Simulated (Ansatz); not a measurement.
Calculated with Ansatz (gas phase, PBE0-D4/def2-TZVP geometries, no zero-point term in ΔE). CBS: MP2 limit from def2 TZ/QZ plus the TZ coupled-cluster correction, frozen cores. This one scheme is used for every species. DFT in def2-TZVPP. Each species was taken in one conformer, which may not be the lowest.

Consider the substitution at a C–S bond: `BSCN` + `[NH2][AlH2]` → `NC[NH][AlH2]` + `BS`.

`BSCN`:

Z-matrix (Å, degrees):
```
C
S 1 1.823
N 1 1.441 2 111.2
H 1 1.098 2 104.5 3 -125.3
H 1 1.090 2 107.9 3 119.8
B 2 1.757 1 103.7 3 -70.5
H 3 1.013 1 110.6 2 174.3
H 3 1.012 1 111.1 2 -65.6
H 6 1.193 2 116.3 1 178.6
H 6 1.192 2 120.7 1 -2.5
```

`[NH2][AlH2]`:

Z-matrix (Å, degrees):
```
N
Al 1 1.766
H 1 1.007 2 124.9
H 1 1.007 2 124.9 3 180.0
H 2 1.583 1 117.9 3 -180.0
H 2 1.583 1 117.9 3 0.0
```

`NC[NH][AlH2]`:

Z-matrix (Å, degrees):
```
C
N 1 1.438
N 1 1.452 2 110.6
H 1 1.101 2 107.5 3 -125.1
H 1 1.099 2 111.4 3 118.4
Al 2 1.770 1 128.5 3 123.3
H 2 1.012 1 110.5 3 -54.5
H 3 1.013 1 111.0 2 172.2
H 3 1.013 1 110.3 2 -68.2
H 6 1.585 2 117.4 1 -0.7
H 6 1.583 2 117.8 1 179.5
```

`BS`:

```xyz
5

B    -0.499    0.066   -0.287
S     0.682   -0.849    0.651
H    -1.482   -0.528   -0.605
H    -0.314    1.205   -0.577
H     1.613    0.106    0.818
```

Q: Is it downhill or uphill in electronic energy at CCSD(T)/CBS, and by how much? (An estimate is asked.)

A: Ansatz gave: Uphill: ΔE = +15.4 kJ/mol.

Q: What do these levels give: LDA (SPW92), revPBE-D4, r2SCAN-D4, r2SCANh-D4, CCSD/def2-SVP, HF/def2-TZVPP? (Estimate.)

A: The calculation gave: LDA (SPW92) 10.1, revPBE-D4 15.6, r2SCAN-D4 15.2, r2SCANh-D4 14.9, CCSD/def2-SVP -6.5, HF/def2-TZVPP 7.1 kJ/mol.

Largest T1 diagnostic among the species: 0.015.

In def2-TZVPP, CCSD(T) changes the Hartree–Fock value by +3.4 kJ/mol (the triples alone add +1.3 kJ/mol) and MP2 by +8.1 kJ/mol. Leaving LDA and LC-ωPBE aside and taking each functional with its dispersion term where it has one, the values, not all of them listed here, spread over 4.8 kJ/mol, from CAM-B3LYP-D4 to revPBE-D4. LDA lies −3.8 kJ/mol from PBE without D4.
